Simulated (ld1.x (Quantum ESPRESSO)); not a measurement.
# Plane-wave convergence, TM potential for Mg (Z = 12)

```
Element                 : Mg (Z = 12)
Generator               : ld1.x (Quantum ESPRESSO) 7.5
Type                    : norm-conserving Troullier–Martins (Kleinman–Bylander form)
Functional              : LDA (PZ)
Relativity              : fully relativistic
Frozen core             : [Ne]
Valence charge          : 2
Reference configuration : 3s1 3p0 (charge +1)
Partial waves           : 3p (bound, empty): rc 3.15 bohr; 3s (bound): rc 1.85 bohr
Local potential         : the s channel
Core correction         : Bessel-smoothed model core, default radius (core density twice the valence density)
```

Open shells are filled in proportion to 2j + 1 (rel_dist='average').

The pseudo-atom Hamiltonian at the reference potential is diagonalised in spherical Bessel functions j_l(qr) that vanish at 20 bohr, with q² up to the cutoff. All-electron valence levels (Ry): 3p1/2 -0.5272, 3p3/2 -0.5262, 3s -0.8472.

Task: How do the lowest levels (Ry) of each channel move with the cutoff, and are there ghosts?

Result:

```
cutoff (Ry)  p1/2 #1  p1/2 #2  p3/2 #1     s #1     d #1     f #1  Σ f·Δε (mRy)
          8  -0.5271  -0.1594  -0.5261  -0.8438  -0.1952  -0.0544           3.4
         10  -0.5272  -0.1594  -0.5262  -0.8441  -0.1953  -0.0544           3.1
         12  -0.5272  -0.1594  -0.5262  -0.8442  -0.1954  -0.0544           3.0
         15  -0.5272  -0.1595  -0.5262  -0.8448  -0.1955  -0.0544           2.4
         18  -0.5272  -0.1595  -0.5262  -0.8461  -0.1955  -0.0544           1.2
         21  -0.5272  -0.1595  -0.5262  -0.8467  -0.1955  -0.0544           0.6
         25  -0.5272  -0.1595  -0.5262  -0.8469  -0.1955  -0.0544           0.3
         30  -0.5272  -0.1595  -0.5262  -0.8470  -0.1955  -0.0544           0.3
        400  -0.5272  -0.1595  -0.5262  -0.8472  -0.1955  -0.0544           0.0
```

Result: no extra level below or beside the all-electron valence levels (p1/2, p3/2, s, d, f tested); 10 mRy is reached at 6 Ry and 1 mRy at 21 Ry.
